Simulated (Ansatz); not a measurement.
A nudged elastic band was laid between two geometries of a periodic cell of 20 atoms, HC₁₈N (surface graphene monolayer, adsorbate NH).

Level of theory: Ansatz, DFT PBEsol, scalar-relativistic, plane waves, PAW. Settings: cutoff 420 eV, k mesh 2x2x1, gaussian smearing 0.05 eV, no spin polarisation.

- movable images: 5
- climbing image: yes
- spring: 5.0 eV/Å²
- optimiser: quadratic models (default)
- start path: IDPP
- force threshold: 0.05 eV/Å
- iteration limit: 47
- end points: relaxed

Image 0:

```xyz
20
Lattice="7.3980 0.0000 0.0000 -3.6990 6.4069 0.0000 0.0000 0.0000 12.0000" Properties=species:S:1:pos:R:3
C 0.054 -0.060 1.023
C 1.263 0.666 0.926
C -1.214 2.126 1.021
C 0.022 2.814 0.926
C -2.435 4.237 0.939
C -1.215 4.941 0.932
C 2.482 -0.037 0.926
C 3.695 0.690 1.020
C 1.258 2.097 0.932
C 2.478 2.802 0.940
C 0.023 4.221 0.925
C 1.256 4.906 1.022
C 4.913 -0.066 1.318
C 6.230 0.694 1.319
C 3.713 2.083 0.988
C 4.969 2.808 0.988
C 2.471 4.231 0.993
C 3.730 4.957 0.993
N 5.594 0.273 2.588
H 5.120 1.095 2.991
```

Image 6:

```xyz
20
Lattice="7.3980 0.0000 0.0000 -3.6990 6.4069 0.0000 0.0000 0.0000 12.0000" Properties=species:S:1:pos:R:3
C 0.045 -0.003 0.919
C 1.254 0.720 0.808
C -1.175 2.159 0.989
C 0.018 2.863 0.833
C -2.442 4.316 0.974
C -1.224 5.003 0.893
C 2.479 0.017 0.836
C 3.690 0.743 0.950
C 1.255 2.142 0.810
C 2.473 2.850 0.877
C 0.024 4.284 0.879
C 1.249 4.967 0.976
C 4.905 -0.007 1.304
C 6.253 0.752 1.225
C 3.689 2.125 0.964
C 4.952 2.866 1.263
C 2.473 4.277 0.958
C 3.725 5.002 0.960
N 5.581 0.404 2.480
H 4.958 2.808 2.392
```

Q: What changes between the two ends?

A: Contacts lost: N19–H20. Contacts made: C16–H20. The atom that moves furthest is H20, by 1.82 Å.

Q: Give the energies along the band, and the barrier.

A: It converged. The highest image is number 5 of 0 to 6, 2.73 eV above the first end and 0.05 eV above the last; the last end lies 2.68 eV above the first. Neighbouring images differ by up to 1.2 eV, so the band resolves the path poorly. By the program's own check the climbing image is a first-order saddle point (lowest curvatures found: -1.87 and 2.00 eV/Å²). Limits of this set-up: slab without dipole correction, open-shell adsorbate without spin.

| image | path coordinate (Å) | energy (eV) | N19–H20 (Å) | C16–H20 (Å) |
| --- | --- | --- | --- | --- |
| 0 | 0.00 | 0.00 | 1.03 | 2.64 |
| 1 | 0.33 | 0.08 | 1.04 | 2.39 |
| 2 | 0.65 | 0.36 | 1.06 | 2.10 |
| 3 | 0.98 | 1.21 | 1.21 | 1.75 |
| 4 | 1.30 | 2.46 | 1.59 | 1.44 |
| 5 | 1.63 | 2.73 | 1.98 | 1.20 |
| 6 | 2.10 | 2.68 | 2.49 | 1.13 |

Q: What is the geometry of the highest image?

A: 
```xyz
20
Lattice="7.3980 0.0000 0.0000 -3.6990 6.4069 0.0000 0.0000 0.0000 12.0000" Properties=species:S:1:pos:R:3
C 0.048 -0.011 0.978
C 1.252 0.710 0.834
C -1.172 2.160 0.905
C 0.023 2.860 0.782
C -2.445 4.288 1.057
C -1.229 4.987 0.953
C 2.477 0.001 0.870
C 3.688 0.730 0.944
C 1.257 2.134 0.802
C 2.472 2.846 0.881
C 0.024 4.280 0.895
C 1.242 4.963 1.040
C 4.896 -0.004 1.345
C 6.253 0.767 1.243
C 3.686 2.117 0.930
C 4.957 2.833 1.207
C 2.470 4.273 1.003
C 3.720 4.991 1.036
N 5.564 0.496 2.498
H 5.037 2.399 2.326
```

Time of the run: 11 min on 1 thread of Arm Neoverse V1, with other jobs on the host, peak memory 0.98 GiB.
